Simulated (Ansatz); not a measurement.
Reaction (redistribution): `[NH2][SnH]([OH])[SiH2]F` + `C[S][AlH2]` → `F[SiH2][S][AlH2]` + `[CH3][SnH]([NH2])[OH]`

Gas-phase electronic energies from Ansatz, PBE0-D4/def2-TZVP geometries. CBS: MP2 limit from def2 TZ/QZ plus the TZ coupled-cluster correction, frozen cores. Functionals use def2-TZVPP. Elements past krypton have def2 core potentials. For Sn outer-core shells are correlated without core-valence functions, which leaves a few kJ/mol of doubt a bond. Each species was taken in one conformer, which may not be the lowest.

**Question.** Is it downhill or uphill in electronic energy at CCSD(T)/CBS, and by how much? (Best estimate.)

**Answer.** Computed: Downhill: ΔE = -27.9 kcal/mol.

**Question.** What do these levels give: PBE-D4, B2PLYP, MP2/def2-TZVPP, SCS-MP2/def2-TZVPP, MP2/def2-QZVPP, SCS-MP2/def2-QZVPP? (An estimate is asked.)

**Answer.** Computed: PBE-D4 -23.1, B2PLYP -26.3, MP2/def2-TZVPP -30.1, SCS-MP2/def2-TZVPP -28.7, MP2/def2-QZVPP -30.1, SCS-MP2/def2-QZVPP -28.7 kcal/mol.

Largest T1 diagnostic among the species: 0.013.

In def2-TZVPP, CCSD(T) changes the Hartree–Fock value by −0.9 kcal/mol (the triples alone add −0.1 kcal/mol) and MP2 by −3.0 kcal/mol. From PBE to PBE0 (25 % exact exchange), in def2-TZVPP and without D4, ΔE moves by −1.9 kcal/mol.
